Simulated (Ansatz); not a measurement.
Cl2Se (SMILES Cl[Se]Cl) moved off its minimum; all values from Ansatz (an electronic-structure program), cores frozen in correlated methods.
(charge 0, multiplicity 1)
```xyz
3

Se     0.1062     0.0242     0.7026
Cl     1.0798     1.2772    -0.7877
Cl    -1.1753    -1.0056    -0.4180
```

Problem. Give the forces (eV/Å), the total energy and the dipole at CCSD(T)/def2-TZVPPD.

Solution. 
```
atom      Fx      Fy      Fz
----  ------  ------  ------
Se1    2.632   2.099   2.384
Cl2    0.029   0.039  -0.051
Cl3   -2.662  -2.138  -2.333
```
Energy -3319.4565 hartree, dipole 1.03 D.
